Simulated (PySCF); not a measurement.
AgF, SMILES [F][Ag], multiplicity 1.

Coordinates come from a B3LYP-D3(BJ)/def2-TZVPD optimisation. The multiplicity is an assumed one; other spin states were not compared. The def2 effective core potentials stand for the cores of Ag; spin–orbit coupling is left out.

Method: TDA-M06-2X/def2-TZVPD (PySCF).

Vertical excitations; the highest root listed may be one member of a degenerate set.  State labels are in the subgroup C2v.

**Question.** List the lowest excited states. (An estimate is asked for; the answer gives what the named calculation found.)

**Answer.** 
| state | symmetry | energy (eV) | λ (nm) | f | main pairs |
|---|---|---|---|---|---|
| S1 | A1 | 3.89 | 319 | 0.013 | HOMO→LUMO 87 % |
| S2 | B1 | 4.00 | 310 | 0.015 | HOMO−2→LUMO (degenerate set) |
| S3 | B2 | 4.00 | 310 | 0.015 | HOMO−1→LUMO (degenerate set) |
| S4 | A1 | 5.19 | 239 | 0.000 | HOMO−3→LUMO (degenerate set) |
| S5 | A2 | 5.19 | 239 | 0.000 | HOMO−4→LUMO (degenerate set) |
| S6 | B2 | 5.87 | 211 | 0.000 | HOMO−5→LUMO (degenerate set) |
| S7 | B1 | 5.87 | 211 | 0.000 | HOMO−6→LUMO (degenerate set) |
| S8 | A1 | 6.97 | 178 | 0.059 | HOMO−7→LUMO 65 %, HOMO−2→LUMO+1 11 %, HOMO−1→LUMO+2 11 % |
| S9 | B1 | 7.05 | 176 | 0.096 | HOMO→LUMO+1 (degenerate set) |
| S10 | B2 | 7.05 | 176 | 0.096 | HOMO→LUMO+2 (degenerate set) |
| T1 | A1 | 2.96 | 419 | 0 | HOMO→LUMO 88 % |
| T2 | B1 | 3.59 | 345 | 0 | HOMO−2→LUMO, HOMO−6→LUMO (degenerate set) |
| T3 | B2 | 3.59 | 345 | 0 | HOMO−1→LUMO, HOMO−5→LUMO (degenerate set) |
| T4 | A1 | 4.70 | 264 | 0 | HOMO−3→LUMO 94 % |
Triplets are in the Tamm–Dancoff approximation.
